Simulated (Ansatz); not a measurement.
Reaction (hydrogenolysis of a C–F bond): `F/C(Br)=C\Br` + H₂ → `Br/C=C\Br` + H–F

Isolated molecules relaxed with PBE0-D4/def2-TZVP in Ansatz; ΔE leaves out vibrations. CCSD(T)/CBS is the MP2 limit (def2-TZVPP, def2-QZVPP) plus CCSD(T) − MP2 in def2-TZVPP, frozen cores. This one scheme is used for every species. Double bonds are as drawn, so ΔE can hold a change between cis and trans. Functionals use def2-TZVPP. HSE06 is defined as in plane-wave codes. For Br outer-core shells are correlated without core-valence functions, which leaves a few kJ/mol of doubt a bond. Scalar relativity is left out up to krypton.

| level | ΔE (kJ/mol) | difference from CCSD(T)/CBS |
| --- | --- | --- |
| LDA (SPW92) | -88.0 | 28.5 |
| r2SCAN-D4 | -92.6 | 23.9 |
| r2SCANh-D4 | -96.8 | 19.7 |
| PBE-QIDH | -112.3 | 4.2 |
| HSE06 | -103.3 | 13.2 |
| RPA@PBE/def2-TZVPP | -104.9 | 11.6 |
| MP2/def2-SVP | -100.4 | 16.1 |
| CCSD/def2-TZVPP | -115.4 | 1.1 |
| MP2/def2-QZVPP | -120.5 | -4.0 |
| MP2/CBS(def2) | -122.4 | -5.9 |
| CCSD(T)/CBS | -116.5 | 0 |

Largest T1 diagnostic among the species: 0.009.

From r2SCAN to r2SCAN0 (25 % exact exchange), in def2-TZVPP and without D4, ΔE moves by −9.9 kJ/mol. At CCSD(T), def2-SVP lies +20.1 kJ/mol from the extrapolated value and def2-TZVPP +4.7 kJ/mol. Leaving LDA and LC-ωPBE aside and taking each functional with its dispersion term where it has one, the values, not all of them listed here, spread over 21.6 kJ/mol, from PBE-QIDH to BLYP-D4. LDA lies +5.2 kJ/mol from PBE without D4.

CCSD(T)/CBS has its own doubt, a few kJ/mol and more with outer-core shells, so smaller differences from it don't rank the levels.
